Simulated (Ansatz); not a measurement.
A nudged elastic band was laid between two geometries of BClF2H3N + H2O (11 atoms, charge 0, multiplicity 1).

Level of theory: RKS PBE0/def2-SVP in Ansatz 0.2.0.

| Quantity | Value |
| --- | --- |
| movable images | 7 |
| climbing image | yes |
| spring | 5.0 eV/Å² |
| optimiser | quadratic models (default) |
| start path | through a guess of the saddle point |
| force threshold | 0.05 eV/Å |
| iteration limit | 60 |
| end points | relaxed |

First end point:

```xyz
11
Properties=species:S:1:pos:R:3
B -0.330 -1.162 0.075
Cl 1.542 -1.348 0.021
F -0.965 -2.230 -0.474
F -0.763 -0.820 1.326
H -0.132 0.930 -0.398
N -0.622 0.124 -0.854
H 1.582 0.923 0.680
O 0.985 1.691 0.730
H -0.255 -0.010 -1.797
H -1.626 0.310 -0.912
H 0.585 1.592 1.603
```

Last end point:

```xyz
11
Properties=species:S:1:pos:R:3
B -0.934 -1.180 -0.153
Cl 2.492 -0.935 0.951
F -0.339 -2.222 -0.698
F -1.401 -1.273 1.082
H 0.332 1.157 -0.116
N -1.095 0.031 -0.875
H 2.000 0.268 0.686
O 1.041 1.620 0.372
H -0.909 0.035 -1.872
H -1.834 0.670 -0.605
H 0.648 1.829 1.228
```

Task: Which bonds break or form, and what moves?

Result: Bonds broken: B1–Cl2, H5–N6, H7–O8. Bonds formed: Cl2–H7, H5–O8. BClF2H3N + H2O becomes BF2H2N + ClH + H2O.

Task: What energy profile does the band end with?

Result: The forces met the threshold. The highest image is number 5 of 0 to 8, 1.11 eV above the first end and 0.14 eV above the last; the last end lies 0.97 eV above the first. A vibrational analysis at the climbing image gives one clearly imaginary mode, 331i cm⁻¹: a first-order saddle point. The orbitals stay closed-shell, which can raise the energy where a bond breaks towards radicals; this wasn't checked here.

```json
{"image": "0", "path coordinate (Å)": "0.00", "energy (eV)": "0.00", "B1–Cl2 (Å)": "1.88", "H5–N6 (Å)": "1.05", "H7–O8 (Å)": "0.97"}
{"image": "1", "path coordinate (Å)": "0.47", "energy (eV)": "0.01", "B1–Cl2 (Å)": "1.88", "H5–N6 (Å)": "1.05", "H7–O8 (Å)": "0.98"}
{"image": "2", "path coordinate (Å)": "0.94", "energy (eV)": "0.03", "B1–Cl2 (Å)": "1.89", "H5–N6 (Å)": "1.05", "H7–O8 (Å)": "0.98"}
{"image": "3", "path coordinate (Å)": "1.41", "energy (eV)": "0.09", "B1–Cl2 (Å)": "1.90", "H5–N6 (Å)": "1.06", "H7–O8 (Å)": "0.98"}
{"image": "4", "path coordinate (Å)": "1.88", "energy (eV)": "0.66", "B1–Cl2 (Å)": "2.09", "H5–N6 (Å)": "1.25", "H7–O8 (Å)": "1.05"}
{"image": "5", "path coordinate (Å)": "2.35", "energy (eV)": "1.11", "B1–Cl2 (Å)": "2.44", "H5–N6 (Å)": "1.65", "H7–O8 (Å)": "1.30"}
{"image": "6", "path coordinate (Å)": "2.79", "energy (eV)": "1.02", "B1–Cl2 (Å)": "2.87", "H5–N6 (Å)": "1.84", "H7–O8 (Å)": "1.56"}
{"image": "7", "path coordinate (Å)": "3.22", "energy (eV)": "0.97", "B1–Cl2 (Å)": "3.28", "H5–N6 (Å)": "1.94", "H7–O8 (Å)": "1.66"}
{"image": "8", "path coordinate (Å)": "3.66", "energy (eV)": "0.97", "B1–Cl2 (Å)": "3.61", "H5–N6 (Å)": "1.97", "H7–O8 (Å)": "1.69"}
```

Task: What is the geometry of the highest image?

Result: 
```xyz
11
Properties=species:S:1:pos:R:3
B -0.617 -1.198 -0.057
Cl 1.700 -1.026 0.702
F -0.432 -2.294 -0.789
F -1.200 -1.315 1.136
H 0.286 1.199 -0.124
N -0.782 0.104 -0.732
H 1.565 0.433 0.591
O 1.086 1.621 0.357
H -0.647 0.043 -1.739
H -1.705 0.495 -0.550
H 0.746 1.936 1.204
```

Task: What are the harmonic wavenumbers there?

Result: 331i, 27, 172, 197, 206, 349, 383, 397, 435, 481, 516, 625, 784, 838, 979, 983, 1088, 1194, 1325, 1441, 1451, 1580, 1684, 2837, 3557, 3649, 3871 cm⁻¹.

Time of the run: 2.4 min on 2 threads of AMD EPYC 9R14 (Zen 4), with other jobs on the host, peak memory 0.29 GiB.
